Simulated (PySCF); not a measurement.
**C₆ coefficients of unlike pairs at UHF**

Calculated with PySCF 2.14 from the dipole response of each species, C₆(A,B) = (3/π) ∫ α_A(iu) α_B(iu) du, in atomic units, from isotropic polarisabilities. For ions this is the dispersion term alone; charge-induced terms of lower order in 1/R come first.

```
species           configuration                                                                            basis      relativity  α (bohr³)  C₆ (like pair)
      W  [Xe] 4f14 5d4 6s2 (5D)                 def2-SVPD with the def2 core potential (60 electrons) (6s4p2d1f)  core potential      94.73            1128
     S+       [Ne] 3s2 3p3 (4S)  x2c-QZVPPall with one added diffuse shell each of s, p, d, f type (10s7p5d3f1g)   spin-free X2C      10.87           53.43
     Cl       [Ne] 3s2 3p5 (2P)                                                             dyall-av2z (13s9p2d)            none      12.80           81.27
      S       [Ne] 3s2 3p4 (3P)                                                        dyall-av4z (25s15p4d3f2g)   spin-free X2C      19.09           130.0
```

Estimate C₆ for Cl with W.

The integral gives 262.0. The combination rule 2 C_A C_B / (C_A α_B/α_A + C_B α_A/α_B) gives 243.2 and the geometric mean 302.8.

No spin-orbit coupling is included.

The other pairs:

| pair | C₆ |
| --- | --- |
| S, Cl | 101.6 |
| S, W | 352.4 |
| S+, W | 216.8 |
| S, S+ | 82.86 |
| Cl, S+ | 65.79 |
